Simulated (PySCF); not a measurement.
# A series of derivatives of O=C([SiH3])O[SiH2][SiH3]

Parent skeleton `[O:1]=[C:2]([SiH3:3])[O:4][SiH2:5][SiH3:6]`; one hydrogen on atom 5 is replaced by X. Hydrogens on one atom are averaged.

Theory: σ from GIAO-PBE0/pcSseg-1, geometry: GFN2-xTB, in PySCF (gas phase, one computed conformer, equivalent nuclei averaged, no relativistic terms).

δ = σ(ref) − σ, references computed at the same level: H2O for 17O (σref 336.08); 13C (σref 186.93) and 29Si (σref 349.16) and 1H (σref 31.72) vs TMS.

Parent (X = H): O1 516.8, C2 190.5, Si3 -83.9, O4 224.6, Si5 -31.3, Si6 -119.8, H(Si3) 4.08, H(Si5) 5.01, H(Si6) 3.87 ppm. Effects are Δδ = δ(X) − δ(H), positive for deshielding.

Known members:
```csv
X,O1,C2,Si3,O4,Si5,Si6,H(Si3),H(Si5),H(Si6)
NHSiH3,+11.4,-1.5,-0.4,+31.0,+23.7,-2.8,+0.02,+0.65,-0.15
CHF2,+13.1,+0.4,+1.3,+14.2,+14.9,+2.0,+0.07,+0.05,+0.00
```

Four more derivatives gave (Δδ, ppm):
```csv
compound,O1,C2,Si3,O4,Si5,Si6,H(Si3),H(Si5),H(Si6)
1,-1.0,+0.2,+1.4,+20.5,+23.2,-2.9,+0.07,+0.18,+0.00
2,-2.8,-0.6,+0.6,+33.5,+8.3,+0.8,+0.06,+0.44,-0.17
3,+7.9,-0.9,-1.0,+16.8,+29.5,-3.6,-0.02,-0.25,-0.12
4,+4.9,-0.7,-0.7,+19.7,+25.5,+0.4,-0.02,+0.20,-0.12
```

Question: Their substituents are CH2Cl, CH3, N=CH2, iPr. Which is which?

Answer: 1: X = CH2Cl (O=C([SiH3])O[Si@H]([SiH3])CCl); 2: X = N=CH2 (C=N[Si@H]([SiH3])OC(=O)[SiH3]); 3: X = iPr (CC(C)[Si@@H]([SiH3])OC(=O)[SiH3]); 4: X = CH3 (C[Si@H]([SiH3])OC(=O)[SiH3]).

Unscaled 17O shifts of doubly bonded oxygen tend to come out too high, by tens of ppm or more. Experimental scales use liquid or dissolved standards, which lie at an offset from isolated H2O (liquid H2O: subtract about 36 ppm).
